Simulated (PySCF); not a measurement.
Species: C12H9F.
Atom-mapped SMILES: `[F:1][c:2]1[cH:3][cH:4][c:5](-[c:6]2[cH:7][cH:8][cH:9][cH:10][cH:11]2)[cH:12][cH:13]1` (hydrogens: H14 on C3; H15 on C4; H16 on C7; H17 on C8; H18 on C9; H19 on C10; H20 on C11; H21 on C12; H22 on C13)

Cartesian coordinates in Å at the PBE0-D3(BJ)/def2-SVP level; atoms count from 1:
```xyz
22
C12H9F angstrom
F      4.8158   -0.2815   -0.6229
C      3.4936   -0.2008   -0.4844
C      2.7221   -1.3432   -0.6569
C      1.3420   -1.2537   -0.5082
C      0.7195   -0.0372   -0.1905
C     -0.7494    0.0462   -0.0317
C     -1.6081   -0.6910   -0.8606
C     -2.9898   -0.6165   -0.7071
C     -3.5444    0.1994    0.2780
C     -2.7038    0.9399    1.1076
C     -1.3220    0.8627    0.9548
C      1.5317    1.0950   -0.0264
C      2.9136    1.0223   -0.1706
H      3.2122   -2.2891   -0.8939
H      0.7354   -2.1553   -0.6172
H     -1.1854   -1.3129   -1.6534
H     -3.6394   -1.1941   -1.3693
H     -4.6287    0.2579    0.3985
H     -3.1271    1.5760    1.8887
H     -0.6720    1.4258    1.6288
H      1.0702    2.0596    0.1962
H      3.5484    1.9025   -0.0534
```

Theory: TDDFT CAM-B3LYP/def2-SVPD, vertical, gas phase, core orbitals frozen in the response in PySCF 2.14.0, density-fitted response routines.

Frontier orbitals with the atoms that hold most of them (Löwdin shares over 4%, at most four atoms; ? is withheld):

```tsv
orbital	ε (eV)	atoms
LUMO+2	0.68	C8 17%, C10 17%, C11 16%, C7 16%
LUMO+1	0.42	C4 16%, C13 16%, C12 16%, C3 16%
LUMO	0.00	?
HOMO	?	?
HOMO-1	-8.68	C7 20%, C11 20%, C10 20%, C8 20%
HOMO-2	-8.93	C3 21%, C13 20%, C12 20%, C4 20%
HOMO-3	-9.29	C9 14%, C6 14%, C5 11%, C2 10%
```

**Question.** Give the leading atoms of the HOMO.

**Answer.** C5 (bonded to 3 C) 13%; C6 (bonded to 3 C) 11%; C2 (bonded to 2 C and F) 11%; C9 (bonded to 2 C and H) 11%.

**Question.** Which atoms hold the LUMO, and with what shares?

**Answer.** C6 (bonded to 3 C) 12%; C9 (bonded to 2 C and H) 12%; C5 (bonded to 3 C) 11%; C2 (bonded to 2 C and F) 10%.

**Question.** What is the HOMO energy, and the HOMO–LUMO gap?

**Answer.** ε(HOMO) = -7.76 eV; the gap is 7.76 eV (0.2852 hartree).

**Question.** The HOMO–LUMO gap is 7.76 eV. Where does the response calculation put the lowest singlet, and from which orbitals?

**Answer.** S1 is at 5.09 eV (f = 0.0070), 2.67 eV below the gap, made of HOMO→LUMO+1 (68%), HOMO-2→LUMO (16%). Its leading pair isn't HOMO and LUMO; the energies of that pair differ by 8.18 eV. Without the coupling terms of the response equations the lowest excitation would equal the gap.

Next come S2 at 5.18 eV (f 0.448), HOMO→LUMO (93%); S3 at 5.21 eV (f 0.0020), HOMO→LUMO+2 (48%), HOMO-1→LUMO (33%); S4 at 6.26 eV (f 0.0007), HOMO-1→LUMO+2 (26%), HOMO-3→LUMO (25%), HOMO-2→LUMO+1 (23%); S5 at 6.27 eV (f 0.050), HOMO-1→LUMO (37%), HOMO-2→LUMO (20%), HOMO→LUMO+2 (20%).

One conformer stands for the species.
